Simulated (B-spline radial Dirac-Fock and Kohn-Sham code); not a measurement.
## Binding energies of Rb³⁺ at several levels of theory

System: the Rb³⁺ ion in the configuration [Ar] 3d10 4s2 4p4.

The density-functional columns are spherical, spin-unpolarised Dirac-Kohn-Sham results without Breit or QED terms: −ε is minus the orbital energy of the initial state and ΔSCF the difference of two total energies. The reference in the last column comes from Dirac-Fock energy differences between relaxed states, corrected for Breit and QED terms. All numbers are from an atomic code on a B-spline grid, in eV; a selection of levels is shown. For the 1s level of heavy atoms much of the gap between ΔSCF and the reference is the Breit and QED part, -35.9 eV here; for other levels the error of the functional can be larger.

```
level   PBE −ε  PBE ΔSCF   LDA −ε  LDA ΔSCF  Dirac-Fock
    K  15064.2   15300.8  15040.6   15276.5     15244.8
   L1   2043.1    2083.9   2040.5    2081.5      2116.4
   L2   1856.5    1906.5   1855.7    1905.7      1910.2
   M1    333.4     349.6    332.5     348.7       369.8
   M2    266.5     282.7    266.3     282.4       295.1
   M4    140.4     156.4    140.7     156.7       155.2
   M5    138.8     154.8    139.1     155.1       153.8
   N1    64.02     71.57    64.22     71.79       72.09
 N2,3    46.75     53.58    46.94     53.80       52.51
```

Question: Order the estimates of the K (1s) level by their distance from the Dirac-Fock value, nearest first.
A. LDA −ε
B. PBE −ε
C. LDA ΔSCF
D. PBE ΔSCF

Answer: C (31.7 eV), D (56.1 eV), B (180.6 eV), A (204.2 eV).

Values without a named source are computed, but for edge energies of neutral atoms, which are taken from tables.
